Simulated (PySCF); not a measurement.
## KTe from Hartree–Fock to correlated methods

State: ²Π (doublet), unpaired electrons π ↑. Set-up: basis K def2-SVP, Te def2-SVP with ECP28; scalar-relativistic core potentials; PySCF 2.14. De refers to K + Te in their high-spin ground configurations, without counterpoise correction. The functionals are run spin-unrestricted. A positive dipole means K(−)Te(+).

| Level | Re (Å) | ωe (cm⁻¹) | De (eV) | μ (D) |
| --- | --- | --- | --- | --- |
| UHF | 3.262 | 162 | 1.34 | -11.91 |
| UHF-MP2 | 3.235 | 163 | 1.88 | n/a |
| UHF-SCS-MP2 | 3.243 | 162 | 1.85 | n/a |
| UHF-CCSD | 3.242 | 161 | 1.83 | n/a |
| UHF-CCSD(T) | 3.243 | 161 | 1.85 | n/a |
| PBE | 3.193 | 162 | 2.18 | -9.79 |
| r²SCAN | 3.198 | 166 | 2.25 | -10.87 |
| M06-L | 3.221 | 165 | n/a | -11.18 |
| B3LYP | 3.200 | 164 | 2.13 | -10.22 |
| PBE0 | 3.180 | 167 | 2.18 | -10.59 |
| B97-3 | 3.202 | 166 | 2.25 | -10.93 |

Which functional lies closest to UHF-CCSD(T) in De, which farthest, and by how much do they differ from it?

Closest is B3LYP (-4.3 pm in Re, +1.9 % in ωe, +0.28 eV in De against UHF-CCSD(T) in the same basis), farthest r²SCAN (-4.5 pm in Re, +3.1 % in ωe, +0.40 eV in De). CCSD(T) converges more slowly with the basis than the functionals do and binds too weakly in this one, so the order can change at the basis-set limit.

What does a quarter of exact exchange do here, going from PBE to PBE0?

PBE0 less PBE: -1.3 pm in Re, +3.1 % in ωe, +0.00 eV in De. Exact exchange removes part of the self-interaction that spreads semilocal densities, and in most molecules shortens and stiffens the bond and lowers De; so it does here.

What does the step from GGA to meta-GGA do here, going from PBE to r²SCAN?

r²SCAN less PBE: +0.5 pm in Re, +2.5 % in ωe, +0.07 eV in De. 

Correlated steps freeze 9 core orbitals. Correlated levels converge slowly with the basis: in double zeta they bind strong bonds too weakly, by up to about 1 eV, and carry superposition errors of some tenths. Spin–orbit coupling is left out, which matters for elements this heavy, above all for dissociation energies. The state was picked by a PBE0 search and need not be the measured ground state.
